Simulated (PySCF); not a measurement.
Level of theory: core-valence-separated Tamm–Dancoff BHandHLYP/aug-pcX-1 (pcseg-1 on H, def2-SVPD on Cl) in PySCF, non-relativistic, gas phase, PBE0-D3(BJ)/def2-SVP geometry. The energies are unshifted.

Main lines of an unknown, eV (oscillator strength): C K: 285.1 (0.066), 285.2 (0.085), 285.9 (0.009), 286.7 (0.058), 286.8 (0.030); O K: 529.7 (0.046), 532.8 (0.023), 533.9 (0.043), 534.5 (0.008). Listed: the first five lines at most of each edge with a tenth or more of its strongest line's intensity; roots within 0.03 eV on the same or equivalent atoms are summed. Only the lowest roots were sought, and the top ones are left out.

Question: Which candidate gives them?
A. `COC(=O)/C=C\Cl`
B. `O=C1OC[C@@H]1CCl`

Answer: B. 

- `O=C1OC[C@@H]1CCl`: C K: 285.1 (0.066), 285.2 (0.085), 285.9 (0.009), 286.7 (0.058), 286.8 (0.030); O K: 529.7 (0.046), 532.8 (0.023), 533.9 (0.043), 534.5 (0.008). First C line listed at 285.1 eV, hole on the sp3 C–Cl carbon; first O line listed at 529.7 eV, hole on the ester carbonyl oxygen (1s→π*).
- `COC(=O)/C=C\Cl`: C K: 282.6 (0.044), 283.4 (0.066), 285.1 (0.075), 286.3 (0.010), 286.4 (0.067); O K: 529.0 (0.041), 532.3 (0.017), 534.3 (0.005), 534.8 (0.020), 535.0 (0.008). First C line listed at 282.6 eV, hole on the alkene CH carbon (1s→π*); first O line listed at 529.0 eV, hole on the ester carbonyl oxygen (1s→π*).

One conformer each; other structures than these candidates weren't tested.

Shape of the structure used: `[O:1]=[C:2]1[O:3][CH2:4][C@@H:5]1[CH2:6][Cl:7]`: C4–C5–C6–Cl7 72°.
